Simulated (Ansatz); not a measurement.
`[OH][Al]([F])[Cl]` + H–F → `[OH][Al]([F])[F]` + HCl at 298.15 K and 1 bar (ligand exchange at the Al–Cl bond).

Isolated molecules relaxed with PBE0-D4/def2-TZVP in Ansatz; ΔE leaves out vibrations. CCSD(T)/CBS is the MP2 limit (def2-TZVPP, def2-QZVPP) plus CCSD(T) − MP2 in def2-TZVPP, frozen cores. This one scheme is used for every species. Each species was taken in one conformer, which may not be the lowest.

```json
{"species": "`[OH][Al]([F])[Cl]`", "CCSD(T)/CBS energy (Eh)": "-877.57483", "H − E (kJ/mol)": "63.6", "S (J/(mol·K))": "311.3"}
{"species": "H–F", "CCSD(T)/CBS energy (Eh)": "-100.39570", "H − E (kJ/mol)": "33.5", "S (J/(mol·K))": "173.6"}
{"species": "`[OH][Al]([F])[F]`", "CCSD(T)/CBS energy (Eh)": "-517.59653", "H − E (kJ/mol)": "65.4", "S (J/(mol·K))": "299.2"}
{"species": "HCl", "CCSD(T)/CBS energy (Eh)": "-460.38127", "H − E (kJ/mol)": "26.6", "S (J/(mol·K))": "186.8"}
```

H − E and S are ideal-gas, rigid-rotor, harmonic terms from PBE0-D4/def2-TZVP, for one conformer and one mirror image of each species. 1 Eh = 2625.50 kJ/mol, R = 8.31446 J/(mol·K).

Q: By hand: ΔE, ΔH, ΔS and ΔG.

A: ΔE = (-517.59653) + (-460.38127) − (-877.57483) − (-100.39570) = -0.00727 Eh = -19.1 kJ/mol. Δ(H − E) = 65.4 + 26.6 − 63.6 − 33.5 = -5.1, so ΔH = -24.2 kJ/mol. ΔS = 299.2 + 186.8 − 311.3 − 173.6 = 1.1 J/(mol·K). ΔG = -24.2 − 298.15 × (1.1)/1000 = -24.5 kJ/mol.

Q: By hand: the equilibrium constant, and the temperature at which ΔG would vanish if ΔH and ΔS stayed fixed.

A: log₁₀ K = −ΔG/(RT ln 10) = 4.3. ΔH and −TΔS have one sign here, so there is no such temperature. One of them is within its doubt of zero, so this could turn.

The number of gas molecules stays the same, so ΔS is small and ΔH decides. A doubt of 5 kJ/mol in ΔE shifts log₁₀ K by 0.9 here. Other conformers and mirror images would add mixing entropy, several J/(mol·K) or more a flexible species. These are equilibria of isolated gas molecules and say nothing of rates. Largest T1 diagnostic: 0.013 (customary marks: 0.02 for closed shells, 0.045 for open ones).
